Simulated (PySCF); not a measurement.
# How methods differ on the excitation energy of Ge

Ge [Ar] 3d10 4s2 4p2 (3P) → Ge [Ar] 3d10 4s1 4p3 (5S), as a difference of total energies. All numbers are calculated (PySCF 2.14, a scalar-relativistic core potential, in aug-cc-pVTZ-PP with one added diffuse shell each of s, d, f type with ECP10MDF (7s5p5d3f, 68 functions)). Correlated levels: valence: 3s2 3p6 3d10 frozen. The calculations carry no spin-orbit coupling.

```csv
method,excitation energy (cm⁻¹),error (cm⁻¹)
UHF,28117,-12841
MP2 (valence),35189,-5769
SCS-MP2 (valence),38443,-2515
CCSD (valence),36979,-3979
CCSD(T) (valence),37313,-3645
```

Reference: 40958 cm⁻¹ (measured; NIST levels, between the centres of gravity of the two terms).

Errors of the correlated levels include the incompleteness of this basis and the frozen core.
